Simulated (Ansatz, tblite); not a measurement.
Cost and result up the ladder for KBr2 (the lowest doublet isomer of a short search) (3 atoms). Charge 0, multiplicity 2. Geometry: PBE-D4/def2-TZVP.

```csv
atom,x (Å),y (Å),z (Å)
K1,0.747,0.322,-1.566
Br2,0.596,-1.259,1.019
Br3,-1.342,0.937,0.546
```

Ansatz on 2 threads of Arm Neoverse V1 on a shared host; xTB runs through tblite on one thread. Times are rough, summed over both states, and most runs start from the orbitals of an earlier one. No level here is sound enough to serve as a yardstick. The other state is a singlet.

The xTB rows come from tblite. In the doublet, Br2 and Br3 lie 2.97 Å apart (atoms count from 1), so these atoms are partly bonded to each other. The structure comes from a short search, and lower isomers may exist.

Run but left out: HF/def2-TZVPP, MP2/def2-TZVPP, CCSD/def2-TZVPP, CCSD(T)/def2-TZVPP (flagged by the program: other roots).

Raw xTB energies of ions are shifted by several eV, and xTB has no spin-polarisation term.

| level | functions | wall time | vertical IE (eV) | remarks |
| --- | --- | --- | --- | --- |
| GFN1-xTB | 22 | 0.004 s | 12.96 | – |
| GFN2-xTB | 22 | 0.006 s | 13.05 | – |
| PBE-D4/def2-TZVP (with forces) | 129 | 6.9 s | 8.40 | restricted SCF unstable in HF (+1 singlet) |
| PBE0-D4/def2-TZVP | 129 | 14 s | 8.69 | restricted SCF unstable in HF (+1 singlet) |
| r2SCAN-D4/def2-TZVP | 129 | 16 s | 8.67 | restricted SCF unstable in HF (+1 singlet) |
